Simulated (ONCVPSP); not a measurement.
## Which change was made? (V, ONCV)

| Property | Result |
| --- | --- |
| Element | V (Z = 23) |
| Generator | ONCVPSP 4.0.1 |
| Type | optimised norm-conserving Vanderbilt (ONCV) |
| Functional | PW91 |
| Relativity | scalar-relativistic |
| Frozen core | [Ar] |
| Valence charge | 5 |
| Reference configuration | 3d3 4s2 |
| Partial waves | 4s: rc 2.20 bohr, ncon 5, nbas 9, qcut 2.8 1/bohr, 3 projectors, debl 3.9 Ha; p scattering state at 0.04 Ha: rc 2.30 bohr, ncon 5, nbas 10, qcut 3.3 1/bohr, 1 projector; 3d: rc 2.25 bohr, ncon 4, nbas 8, qcut 6.1 1/bohr, 2 projectors, debl 0.4 Ha |
| Local potential | polynomial inside 1.65 bohr (lpopt 5, dvloc0 4 Ha) |
| Core correction | Teter function, fcfact 3.5, rcfact 1.7 |

Cutoffs, loose and tight: the cutoffs (Ha) at which the residual kinetic energy of the hardest occupied pseudo-wave falls to 1 and 0.1 mHa per electron. They do not see the model core or the augmentation charge, which bear on the density cutoff. Test errors are all-electron minus pseudo excitation energies from the reference, over the configurations 3d3 4s1; 3d3 4s0; 3d2 4s0; 3d3 4s1.5; variants that change the core or the reference have their own tests.

The base gives: outcome: generated; cutoff, loose: 16 Ha; cutoff, tight: 42 Ha; bound ghosts: s; GHOST(+) flags above zero: none; largest test error (meV): -582.

Problem. After one change the result is: outcome: generated; cutoff, loose: 22 Ha; cutoff, tight: 42 Ha; bound ghosts: s; GHOST(+) flags above zero: none; largest test error (meV): -664. Which change was it?
A. d: qcut 8.1
B. all radii but the core radius scaled by about 1.08 (s 2.38, p 2.50, d 2.44 bohr); local potential polynomial inside 1.80 bohr (lpopt 5, dvloc0 4 Ha)
C. reference 3d3 4s1 4p1; wave p scattering state at 0.04 Ha: rc 2.30 bohr, ncon 5, nbas 10, qcut 3.3 1/bohr, 1 projector becomes 4p: rc 2.30 bohr, ncon 5, nbas 10, qcut 3.3 1/bohr, 1 projector
D. core correction Teter function, fcfact 3.5, rcfact 1.62

Solution. A. The others give: reference 3d3 4s1 4p1; wave p scattering state at 0.04 Ha: rc 2.30 bohr, ncon 5, nbas 10, qcut 3.3 1/bohr, 1 projector becomes 4p: rc 2.30 bohr, ncon 5, nbas 10, qcut 3.3 1/bohr, 1 projector → outcome: generated; cutoff, loose: 16 Ha; cutoff, tight: 58 Ha; bound ghosts: s; GHOST(+) flags above zero: none; largest test error (meV): -329 | core correction Teter function, fcfact 3.5, rcfact 1.62 → outcome: generated; cutoff, loose: 16 Ha; cutoff, tight: 42 Ha; bound ghosts: s; GHOST(+) flags above zero: none; largest test error (meV): -419 | all radii but the core radius scaled by about 1.08 (s 2.38, p 2.50, d 2.44 bohr); local potential polynomial inside 1.80 bohr (lpopt 5, dvloc0 4 Ha) → outcome: generated, projector energies reset by the program; cutoff, loose: 15 Ha; cutoff, tight: 17 Ha; bound ghosts: none; GHOST(+) flags above zero: s; largest test error (meV): -517.
